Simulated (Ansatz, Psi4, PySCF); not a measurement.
H₅AsSi, charge +1, doublet, geometry from GFN2-xTB (a state made from the parent by changing its charge; the spin is typed, not shown lowest), atoms displaced at random by about 0.03 Å a coordinate. Base run: HF/STO-3G, gradient run with PySCF.

PySCF was given this input:
```python
from pyscf import gto, scf

mol = gto.Mole()
mol.atom = '''
    Si   -1.65708866    0.06262960    0.30023570
    As    0.80694470   -0.07835661   -0.22507339
    H    -2.17646217   -0.78245454   -0.76591903
    H    -1.89313440    1.54361957    0.11676775
    H    -1.66230100   -0.40936870    1.68584541
    H     1.19281094   -1.34928293    0.34078971
    H     1.39106775    0.67674604    0.97111877
'''
mol.basis = 'sto-3g'
mol.charge = 1
mol.spin = 1
mol.verbose = 3
mol.build()

mf = scf.UHF(mol)
mf.kernel()
g = mf.nuc_grad_method()
grad = g.kernel()
```

Programs used: Ansatz (a program for electronic structure), Psi4, PySCF; a row that names a program was run with it.

The coordinate followed is y of atom 2.

Each row names what was changed in the base input (with any setting that the change needs).

```tsv
change	dE/dx (Eh/bohr)	net force (Eh/bohr)
base	-0.017714	0.000000
conv_tol = 1e-11	-0.017714	0.000000
finite difference step (bohr) = 0.2; conv_tol = 1e-11	-0.019731	-
conv_tol = 1e-4	-0.017735	0.000000
finite difference step (bohr) = 1e-5; conv_tol = 1e-11	-0.017714	-
finite difference step (bohr) = 1e-4; conv_tol = 1e-11	-0.017714	-
finite difference step (bohr) = 0.05; conv_tol = 1e-11	-0.017840	-
code = ansatz	-0.017714	0.000000
density fitting = on	-0.017715	0.000000
finite difference step (bohr) = 1e-3; conv_tol = 1e-11	-0.017714	-
conv_tol = 1e-6	-0.017720	0.000000
code = psi4	-0.017715	0.000000
```

The net force is zero for an exact gradient.

Open shells are given as the SCF converged; they aren't shown to be the lowest states, and a large step between rows can be another state.
